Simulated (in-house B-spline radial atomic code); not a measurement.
Configurations of Rh4+, with energies counted from [Kr] 4d5. Computed with a radial B-spline atomic code at the basis-set limit: scalar-relativistic (X2C) HSE06, spin-polarised, spherical fractional occupations, Fermi nucleus of rms radius 4.4945 fm. Caution: exact exchange at fractional occupations of open shells leaves self-interaction of up to several eV. Shells without spins written out take the highest spin.

Occupations are held fixed; configurations that lie above the ionisation limit could autoionise.

| configuration | E - E(ref) (eV) | highest orbital | its <r> (bohr) |
| --- | --- | --- | --- |
| [Kr] 4d(2 up, 3 down) | 9.9262 | 4d up | 1.318 |
| [Kr] 4d4 5d1 | 38.628 | 5d up | 3.294 |
| [Ar] 3d10 4s2 4p5 4d5 5s1 | 61.043 | 5s up | 2.223 |
| [Ar] 3d10 4s2 4p5 4d5 5p1 | 70.236 | 5p up | 2.526 |
| [Ar] 3d10 4s2 4p(2 up, 3 down) 4d(2 up, 3 down) 5s(0 up, 1 down) | 74.887 | 5s down | 2.237 |
| [Ar] 3d10 4s2 4p5 4d5 5f1 | 92.961 | 5f up | 4.921 |
| [Ar] 3d10 4s2 4p(2 up, 3 down) 4d(2 up, 3 down) 4f(0 up, 1 down) | 98.064 | 4f down | 2.591 |
| [Ar] 3d9 4s2 4p6 4d5 5p1 | 341.17 | 5p up | 2.502 |

Q: Order these further configurations by energy, lowest first.
A. [Ar] 3d9 4s2 4p6 4d5 5s1
B. [Kr] 4d(1 up, 4 down)
C. [Kr] 4d4 4f1
D. [Kr] 4d(3 up, 1 down) 4f(1 up, 0 down)
E. [Ar] 3d9 4s2 4p6 4d6

A: B (6.6264 eV), C (40.753 eV), D (46.351 eV), E (319.71 eV), A (331.93 eV).

Q: How far above the reference does [Kr] 4d4 5s1 lie?

A: 17.68 eV; its least bound orbital is 5s up with <r> = 2.24 bohr.

Q: How far above the reference does [Ar] 3d(5 up, 4 down) 4s2 4p6 4d(0 up, 5 down) 4f(0 up, 1 down) lie?

A: 356.84 eV; its least bound orbital is 4f down with <r> = 2.488 bohr.

Q: How far above the reference does [Ar] 3d9 4s2 4p6 4d5 5d1 lie?

A: 353.21 eV; its least bound orbital is 5d up with <r> = 3.224 bohr.
